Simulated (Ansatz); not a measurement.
Reaction (ligand exchange at a Ge–C bond): `[GeH3][CH2]CBr` + `[OH][GeH3]` → `[GeH3][O][GeH3]` + `CCBr`

Gas-phase electronic energies from Ansatz, PBE0-D4/def2-TZVP geometries. CCSD(T)/CBS adds triple-zeta CCSD(T) − MP2 to the extrapolated MP2 energy (def2 sets, frozen cores). Functionals use def2-TZVPP. B3LYP here is the variant with VWN-RPA as its local correlation; programs differ in this. For Br, Ge outer-core shells are correlated without core-valence functions, which leaves a few kJ/mol of doubt a bond. Scalar relativity is left out up to krypton. Each species was taken in one conformer, which may not be the lowest.

| level | ΔE (eV) |
| --- | --- |
| B3LYP-D4 | -0.53 |
| ωB97M-V | -0.50 |
| B2PLYP | -0.56 |
| PBE | -0.43 |
| MP2/def2-TZVPP | -0.50 |
| CCSD/def2-TZVPP | -0.53 |
| HF/def2-QZVPP | -0.75 |
| CCSD/CBS(def2) | -0.50 |

(1) What does CCSD(T)/CBS give? (An estimate is asked.)

Largest T1 diagnostic among the species: 0.012.

## Answers

(1) The calculation gave: -0.48 eV. The listed levels differ from it by -0.05, -0.02, -0.08, 0.05, -0.02, -0.05, -0.27, -0.02 eV.

In def2-TZVPP, CCSD(T) changes the Hartree–Fock value by +0.22 eV (the triples alone add +0.02 eV) and MP2 by +0.23 eV.
